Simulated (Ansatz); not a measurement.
`C[CH2][SnH]([F])[Cl]` → `[CH3][SnH]([F])[CH2]Cl`  (isomerisation)

Computed with Ansatz on PBE0-D4/def2-TZVP structures; ΔE is electronic, products minus reactants. CCSD(T)/CBS adds triple-zeta CCSD(T) − MP2 to the extrapolated MP2 energy (def2 sets, frozen cores). DFT in def2-TZVPP. B3LYP here is the variant with VWN-RPA as its local correlation; programs differ in this. def2 core potentials past Kr. For Sn outer-core shells are correlated without core-valence functions, which leaves a few kJ/mol of doubt a bond. Each species was taken in one conformer, which may not be the lowest.

Question: Is it downhill or uphill in electronic energy at CCSD(T)/CBS, and by how much? (Estimate.)

Answer: Ansatz gave: Uphill: ΔE = +1.40 eV.

Question: What do these levels give: ωB97X-V, B2PLYP, B3LYP, HF/def2-TZVPP, CCSD(T)/def2-TZVPP, SCS-MP2/def2-QZVPP? (Estimate.)

Answer: Computed: ωB97X-V 1.41, B2PLYP 1.41, B3LYP 1.41, HF/def2-TZVPP 1.54, CCSD(T)/def2-TZVPP 1.37, SCS-MP2/def2-QZVPP 1.41 eV.

Largest T1 diagnostic among the species: 0.012.

In def2-TZVPP, CCSD(T) changes the Hartree–Fock value by −0.17 eV (the triples alone add −0.02 eV) and MP2 by −0.15 eV. From PBE to PBE0 (25 % exact exchange), in def2-TZVPP and without D4, ΔE moves by +0.04 eV.
